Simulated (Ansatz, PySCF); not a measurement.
B(GeH3)2(H) (BGe₂H₇), SMILES [GeH3][BH][GeH3].

Geometry optimised at B3LYP-D3(BJ)/def2-SVP. This is a generated structure with no PubChem entry under its InChIKey; it may be hypothetical.

Vertical ionisation energy (IE) and electron affinity (EA) in eV. Rows of orbital energies are one-electron estimates. Where ΔSCF, EOM or ADC give a negative EA the extra electron is unbound and the value depends on the basis.

```tsv
level	IE	EA
−ε(HOMO), −ε(LUMO), HF/def2-TZVP (PySCF)	10.50	-0.72
−ε(HOMO), −ε(LUMO), PBE/def2-TZVP (PySCF)	6.79	3.71
ΔSCF, PBE0/def2-SVPD (Ansatz), final states of multiplicity 2 and 2	9.80	1.17
ΔSCF, PBE/def2-SVPD (Ansatz), final states of multiplicity 2 and 2	9.58	1.18
```

**Question.** What vertical singlet–triplet gap does ΔSCF give with PBE0/def2-SVPD (Ansatz, an electronic-structure program) and with PBE/def2-SVPD (Ansatz)? (An estimate is asked for; the answer gives what the named calculation found.)

**Answer.** 2.77 and 2.65 eV (triplet above singlet where positive).
